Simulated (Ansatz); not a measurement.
The cluster Zn₂Se₂⁺. Charge 1, multiplicity 2. Geometry B3LYP-D4/def2-SVP, that of the neutral singlet; atoms count from 1.

```xyz
4

Zn   -1.106   -0.272    0.496
Zn    1.105    0.273   -0.498
Se    0.065   -1.834   -0.860
Se   -0.064    1.833    0.862
```

The structure comes from a short search, and lower isomers may exist.

Q: Estimate the Mulliken populations from the PBE0/def2-TZVP orbitals of Ansatz.

A: 
```tsv
atom	charge (e)	spin (α − β)	d electrons
Zn1	0.52	-0.09	10.04
Zn2	0.52	-0.09	10.04
Se3	-0.02	0.59	–
Se4	-0.02	0.59	–
```
Mulliken values and Mayer orders depend strongly on the basis.

Q: Where does the spin sit?

A: Summed by element: Zn -0.18, Se 1.18, of 1 unpaired in all. Largest on single atoms: Se3 0.59, Se4 0.59, Zn1 -0.09.

Q: And the Mayer bond orders between bonded heavy atoms (over 0.3)?

A: Zn1–Se3 0.96 (2.38 Å); Zn1–Se4 0.96 (2.38 Å); Zn2–Se3 0.96 (2.38 Å); Zn2–Se4 0.96 (2.38 Å). Values over 0.3 also appear between atoms too far apart for a bond (Se3–Se4 0.43 at 4.05 Å); they arise where an orbital or an unpaired electron spreads over both atoms.
